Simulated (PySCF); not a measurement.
# Polarisability and C₆ of Au⁻ (gold, charge -1)

[Xe] 4f14 5d10 6s2, closed-shell 1S. All numbers are calculated (PySCF 2.14, scalar relativity through the core potential, in aug-cc-pwCVTZ-PP with ECP60MDF). Coupled (time-dependent) response in atomic units; α is the mean over directions.

```tsv
method	mean α (bohr³)	C₆ (like pair)	S(−4)
MN15	108.6	1430	6257
```

S(−4) is the Cauchy moment in α(ω) = α(0) + S(−4) ω² + …

α(iu) at MN15:

```
u (hartree)  α(iu) (bohr³)
          0          108.6
     0.0500          95.40
      0.100          72.19
      0.200          41.48
      0.300          27.49
      0.500          16.05
      0.750          10.36
       1.00          7.427
       1.50          4.436
       2.00          2.969
       3.00          1.602
       5.00         0.6805
```

A single London oscillator, α(iu) = α/(1 + u²/ω²), gives C₆ = (3/4) ω α². Matching the computed C₆ needs ω = 4 × 1430 / (3 × 108.6²) = 0.162 hartree.

For an ion, C₆ is the dispersion term alone; charge-induced terms of lower order in 1/R come first.

Energies and moments cover only the electrons outside the core potential. Spin-orbit coupling, which splits the p, d and f shells strongly at this Z, is absent.
